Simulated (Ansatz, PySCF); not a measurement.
Cl₃Si, SMILES Cl[Si](Cl)Cl, multiplicity 2. Atoms are numbered in the order given.

```xyz
4

Cl     1.6705     0.9646    -0.1526
Si     0.0000    -0.0002     0.5512
Cl     0.0000    -1.9290    -0.1533
Cl    -1.6705     0.9646    -0.1526
```
Charge 0, spin multiplicity 2.

Geometry optimised at ωB97X-D3(BJ)/def2-SVP. The isomer is the one that the SMILES or the coordinates give; other isomers of the formula were not compared.

Two levels are set side by side: PBE-D3(BJ)/def2-SVP (Ansatz, an electronic-structure program) and ωB97X-D3(BJ)/def2-SVP (PySCF). Each level has its own optimised geometry; the coordinates shown are those of the second. Frequencies come from the Hessian of PySCF at each geometry. Differences are taken from unrounded values.

```tsv
quantity	ωB97X-D3(BJ)
mean bond length (Å)	2.053
bond Cl1–Si2 (Å)	2.053
bond Si2–Cl3 (Å)	2.053
bond Si2–Cl4 (Å)	2.053
highest harmonic wavenumber (cm⁻¹)	613
mean harmonic wavenumber (cm⁻¹)	382
zero-point energy (kcal/mol)	3.27
```

Task: What does PBE-D3(BJ) give, and how far is it from ωB97X-D3(BJ)? (The exact figures need the calculation; the answer reports its results.)

Result: 
```
quantity                            PBE-D3(BJ)  PBE-D3(BJ) minus ωB97X-D3(BJ)
----------------------------------  ----------  -----------------------------
mean bond length (Å)                     2.079                          0.026
bond Cl1–Si2 (Å)                         2.079                          0.026
bond Si2–Cl3 (Å)                         2.079                          0.026
bond Si2–Cl4 (Å)                         2.079                          0.026
highest harmonic wavenumber (cm⁻¹)         570                            -42
mean harmonic wavenumber (cm⁻¹)            354                            -28
zero-point energy (kcal/mol)              3.03                          -0.24
```

GGA bonds tend to be longer and softer than those of functionals with exact exchange. Differences between two approximate levels are no errors against the true value.
